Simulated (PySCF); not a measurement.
A geometry optimisation on `OB(O)CB(F)F`.

Computed with PBE0-D3(BJ)/def2-SVP geometry optimisation, gas phase (PySCF 2.14.0). Start geometry: GFN2-xTB. A driver script takes a list of jobs; this job's settings line and coordinates (Å) are shown.

Command:
```bash
OMP_NUM_THREADS=1 python probes_run.py task.json out
```

Input:
```
{"job": {"xc": "PBE0", "basis": "def2-SVP", "d3": "d3bj", "grid": 1, "shake": 0.01, "kind": "geom"}, "charge": 0, "multiplicity": 1}
O     -1.236050    -0.057980    -1.359410
B     -0.843130    -0.040450    -0.082540
O     -1.520680     0.546110     0.931390
C      0.580320    -0.778810     0.251070
B      1.733360     0.219790     0.109740
F      2.159960     0.991000     1.110880
F      2.397010     0.436340    -1.009190
H     -2.058980     0.426110    -1.578200
H     -2.322230     1.010460     0.765510
H      0.488240    -1.169760     1.279080
H      0.660300    -1.608640    -0.433990
```

Output:
```
step   0  E = -439.80933424  max force = 0.030608
step   1  E = -439.81249905  max force = 0.008194
step   2  E = -439.81334853  max force = 0.002729
step   3  E = -439.81356907  max force = 0.003540
step   4  E = -439.81365955  max force = 0.001495
step   5  E = -439.81367499  max force = 0.000625
step   6  E = -439.81368464  max force = 0.000360
optimisation converged
```

Energies in Eh; «max force» is the largest Cartesian gradient component in Eh/bohr.

Question: Give the first gradient maximum in eV/Å.

Answer: With 1 Eh/bohr = 51.422 eV/Å, 1.574 eV/Å.

Question: How much energy does the optimisation release, in eV?

Answer: E(step 0) − E(last step) = 0.004350 Eh, which is 0.118 eV.

Main results: final energy -439.81368 Eh after 6 steps; dipole 3.67 D.

The run took 36 s wall on an Arm Neoverse V1 with one thread, shared host, and the process peaked at 0.51 GiB of memory.
Labels such as C1 count atoms from 1, the log's own numbers from 0.
